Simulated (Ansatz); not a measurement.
ClFH3N2Nb (`[NH]=[Nb]([NH2])([F])[Cl]`), relaxed with RKS PBE-D4/def2-SVP in Ansatz from a rough embedded geometry. The force threshold is 0.03 eV/Å; the program also tests the step.

Charge 0, multiplicity 1. Nb takes the def2 core potential.

Start:

```xyz
8

N    -1.536   -0.810    0.835
Nb    0.015    0.177    0.540
N    -0.002    0.818   -1.451
F     0.128    1.728    1.687
Cl    1.958   -1.186    0.945
H    -1.486   -1.822    1.215
H    -0.072   -0.070   -2.082
H     0.993    1.165   -1.690
```

```
         step  energy (eV)  largest force (eV/Å)  largest move (Å)
            1  -19804.7956                 2.174             0.000
            2  -19805.3894                 2.692             0.190
            3  -19805.6074                 2.563             0.192
            4  -19805.8004                 1.869             0.199
            5  -19805.9050                 1.670             0.146
            6  -19805.9224                 2.057             0.200
            7  -19805.9835                 0.809             0.084
            8  -19806.0394                 0.473             0.151
 9 (rejected)  -19806.0351                 0.378             0.133
           10  -19806.0494                 0.289             0.066
11 (rejected)  -19806.0431                 0.160             0.100
           12  -19806.0544                 0.057             0.050
           13  -19806.0547                 0.018             0.009
```

End:

```xyz
8

N    -1.144   -0.977    0.769
Nb    0.231    0.095    0.587
N     0.196    0.515   -1.328
F     0.010    1.669    1.617
Cl    2.205   -1.030    1.133
H    -1.924   -1.593    1.016
H    -0.454    0.167   -2.039
H     0.880    1.154   -1.755
```

It took 20 s on 4 threads of a server CPU on a shared host, with 0.18 GiB of host memory at the peak.
